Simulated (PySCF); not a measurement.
Point-charge models of `F[C@@H]1C[SiH2][Si@@](F)(O[SiH3])C1` against its computed dipole.

Coordinates (GFN2-xTB, Å) and charges (e) from the PBE0/pcSseg-1 density (PySCF):

```
atom       x       y       z  Mulliken      IAO  Hirshfeld  ESP-fitted
  F1  -2.496  -0.305  -1.345   -0.3336  -0.3382    -0.1106     -0.2614
  C2  -2.081  -0.723  -0.084   +0.0987  +0.1930    +0.0625     +0.2943
  C3  -2.091   0.496   0.836   -0.4970  -0.5412    -0.1674     -0.3312
 Si4  -0.759   1.743   0.227   +0.2347  +0.3717    +0.2347     +0.1491
 Si5   0.543   0.044  -0.591   +1.1410  +1.2632    +0.4225     +0.7007
  F6   0.899   0.047  -2.168   -0.4139  -0.5289    -0.2092     -0.3159
  O7   1.947  -0.280   0.136   -0.7290  -0.8760    -0.3048     -0.4568
 Si8   3.549  -0.143   0.374   +0.7296  +0.8890    +0.4010     +0.5932
  C9  -0.701  -1.359  -0.223   -0.5315  -0.5975    -0.1792     -0.4232
 H10  -2.832  -1.463   0.228   +0.1158  +0.1380    +0.0398     +0.0310
 H11  -3.096   0.918   0.851   +0.1585  +0.1594    +0.0435     +0.1220
 H12  -1.872   0.156   1.849   +0.1476  +0.1523    +0.0455     +0.1003
 H13  -1.346   2.672  -0.743   -0.0310  -0.0886    -0.0691     -0.0436
 H14  -0.302   2.526   1.384   -0.0510  -0.0975    -0.0743     -0.0665
 H15   3.776   1.216   0.866   -0.1224  -0.1480    -0.0802     -0.1300
 H16   3.825  -1.169   1.375   -0.1191  -0.1387    -0.0774     -0.1203
 H17   4.232  -0.382  -0.893   -0.1062  -0.1400    -0.0732     -0.0984
 H18  -0.741  -2.109  -1.013   +0.1607  +0.1674    +0.0471     +0.1420
 H19  -0.463  -1.876   0.705   +0.1481  +0.1607    +0.0491     +0.1147
```

Form Σ q r in debye for every column and set it beside the full dipole.

The full density gives (0.61, -0.47, 2.84) D, 2.94 D in size; dipole vectors point from the negative to the positive end.

```csv
scheme,μx,μy,μz,size (D),share of the full size (%),angle to the full dipole (°)
Mulliken,3.29,1.19,3.59,5.01,171,38
IAO,2.26,0.82,4.55,5.14,175,23
Hirshfeld,0.63,0.20,1.75,1.87,64,17
ESP-fitted,0.62,-0.48,2.85,2.95,100,0
```

Which set comes closest?

Length of the difference vector: ESP-fitted 0.02 D, Hirshfeld 1.27 D, IAO 2.70 D, Mulliken 3.25 D. Closest: ESP-fitted. ESP charges are fitted to the potential around the molecule, whose slowest-falling term is the dipole's. The schemes that divide the density aren't constrained to reproduce the dipole.

What is left for the Hirshfeld atoms' own dipoles?

The shares of the density sum to the whole, so what Σ q r misses lies in dipoles about the nuclei. The atomic dipoles sum to (0.61, -0.47, 2.84) − (0.63, 0.20, 1.75) = (-0.02, -0.67, 1.09) D, 1.27 D in size.

With the origin at the mean of the coordinates, (-0.001, 0.000, 0.093) Å, which are the largest single terms, by size, of the ESP-fitted dipole along the direction of the full one?

F6 +3.04, Si8 +2.92, F1 +2.33, Si5 -1.87, H16 -1.28 D; all 19 atoms together +2.95 D. The single terms depend on the origin, their sum doesn't.

Give the size of the full dipole in other units.

2.94 D = 1.156 au = 0.612 e·Å = 9.80 × 10⁻³⁰ C·m.

Isolated species at its GFN2-xTB geometry (one conformer only).

These values come from a run that also computed NMR shieldings. On one thread of an Arm Neoverse V1, no GPU, shared host with 32 logical CPUs at a one-minute load of 24, this took 65 s wall (with the writing of density and orbital grids) and 0.99 GiB of memory at its peak.
